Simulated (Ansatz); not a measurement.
The cluster TiS₃⁻, relaxed as a doublet with UKS PBE0-D4/def2-SVPD in Ansatz, starting from the GFN2-xTB geometry. Force threshold 0.02 eV/Å.

The relaxation made no stability test and no search for a lower SCF solution. The structure comes from a short search, and lower isomers may exist.

Start:

Cartesian coordinates in Å:
```
Ti 0.5434 0.1653 0.2134
S 0.6135 -0.2273 -1.9599
S -0.9713 1.7379 0.5529
S -0.1857 -1.6759 1.1936
```

(1) Estimate the energy that the relaxation releases and the steps that it takes.

(2) Does the start keep its bonding and symmetry?

(3) Predict the relaxed structure.

Answers

(1) 23.4 kJ/mol, in 8 steps; 25 s on 4 threads of AMD EPYC 7R43 on a shared host. The force fell under the threshold at step 4, but the optimiser went on and released 0.002 eV more. No frequencies were taken in this run, so the end may be a saddle point.

(2) By distances, no bond broke or formed. The bond that changes most is Ti1–S3, from 2.21 to 2.17 Å (atoms count from 1). Point group C3v at the start, C3v at the end, both within 0.05 Å.

(3) 
```
atom    x (Å)    y (Å)    z (Å)
 Ti1   0.0478   0.0145   0.0187
  S2   0.8206  -0.1859  -1.9947
  S3  -0.8477   1.8828   0.6505
  S4  -0.0207  -1.7115   1.3255
```
Bond lengths: 3 × S–Ti 2.17 Å.
